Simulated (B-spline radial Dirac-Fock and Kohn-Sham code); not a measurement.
**Satellites and hypersatellites of the K lines of Br⁻**

System: bromine as Br⁻, [Ar] 3d10 4s2 4p6, inside a Watson sphere of charge +1 and radius 1.96 Å (a model of the Madelung potential; inside it an electron's potential energy is lowered by 7.3 eV).

Input of the calculation (task.json; shells as n, l, electrons):

```json
{"items": [{
  "Z": 35,
  "q": -1,
  "cfg": [[1, 0, 2], [2, 0, 2], [2, 1, 6], [3, 0, 2], [3, 1, 6], [3, 2, 10], [4, 0, 2], [4, 1, 6]],
  "A": 79,
  "rrms": 4.1629,
  "watson": [1, 1.96],
  "do": ["binding", "quiet", "double"]
}]}
```

Run with: `python xray_run.py task.json out`

Model: multi-electron Dirac-Fock with separately optimised hole states, Breit and Lamb-shift corrections added in first order. Program: a radial B-spline solver. Each two-hole energy is an average over J within one jj subconfiguration, not an observable level; in light atoms, where LS coupling holds, the j-resolved values are not observed lines, and for a K spectator the Kα1 hypersatellite is nearly forbidden. Electron correlation is not included.

Lines without a spectator: Kα2 (K-L2) 11876.1 eV, Kα1 (K-L3) 11922.7 eV, Kβ3 (K-M2) 13280.4 eV, Kβ1 (K-M3) 13287.3 eV. Shifts in eV with one spectator hole (a dash: not computed, or left out as unreliable):

```
spectator hole    Kα2    Kα1    Kβ3     Kβ1
    L2 (2p1/2)  +37.4  +46.2      –  +101.1
    L3 (2p3/2)  +40.7  +39.5  +95.1       –
    M2 (3p1/2)      –  +3.50  +8.01  +10.40
    M3 (3p3/2)  +2.92      –  +9.40   +8.86
    M4 (3d3/2)  -0.47  -1.85      –       –
    M5 (3d5/2)  -1.99  -1.09      –       –
```

Task: Where does the K-L3 hypersatellite lie, emitted when both K electrons are missing?

Result: +383.8 eV from the normal line, at 12306.5 eV. Removing both K electrons costs 27465.5 eV, which is 509.6 eV more than twice the K binding energy.

With n spectator holes in 2p, averaged over the 2p shell (energies in eV):

```
n     KαLⁿ   step  hypersatellite KαʰLⁿ
0  11907.1      –               12289.1
1  11948.6  +41.5               12331.8
2  11991.1  +42.5               12375.6
3  12034.8  +43.6               12420.4
4  12079.5  +44.7               12466.4
5  12125.4  +45.9               12513.5
```
